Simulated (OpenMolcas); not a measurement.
# Er3+: moving or changing the point charges

Er3+ among 12 point charges of -0.5 e arranged as a cuboctahedron (Oh), 2.28 Å from the ion.
```
   1.6122    1.6122    0.0000  -0.50
   1.6122   -1.6122    0.0000  -0.50
  -1.6122    1.6122    0.0000  -0.50
  -1.6122   -1.6122    0.0000  -0.50
   0.0000    1.6122    1.6122  -0.50
   0.0000    1.6122   -1.6122  -0.50
   0.0000   -1.6122    1.6122  -0.50
   0.0000   -1.6122   -1.6122  -0.50
   1.6122    0.0000    1.6122  -0.50
  -1.6122    0.0000    1.6122  -0.50
   1.6122    0.0000   -1.6122  -0.50
  -1.6122    0.0000   -1.6122  -0.50
```

```yaml
Program: OpenMolcas 26.06
Method: CASSCF
Basis: ANO-RCC-VDZP [7s6p4d2f1g]
Scalar_Hamiltonian: DKH2, point nucleus
Active_space: 11 electrons in 7 orbitals (4f)
State_averaging: 2S+1 = 4 odd, 35 roots (30 in the spin-orbit step); 2S+1 = 2 odd, 73 roots kept (CI in the orbitals of an earlier block)
Spin-orbit_coupling: RASSI with atomic mean-field integrals over the reference wave functions
```

Runs around this geometry, states (labels of O, the rotations of Oh). Energies in cm-1 above the lowest state or level, χT in cm3 K/mol.

```
R (Å)  Ground state  First state of that spin  First gap with spin-orbit (degeneracies)  Width of lowest J  χT at 300 K
 2.28           4A2                  4T2 38.3                               28.8 (4, 2)                 90       11.426
 2.48           4A2                  4T2 22.2                               15.9 (4, 2)                 53       11.433
 2.62           4A2                  4T2 15.5                               10.7 (4, 2)                 38       11.435
```

Taking the width of the lowest J multiplet as R^-n, n = -ln(38 / 90) / ln(2.62 / 2.28) = 6.2 between the shortest and longest distance.

High states are left out of the spin-orbit mixing, which shifts the levels that they would mix with. This is an electrostatic model: the charges have no orbitals. A group larger than the point group allows holds several states that coincide in this model. No measured value stands beside these numbers.
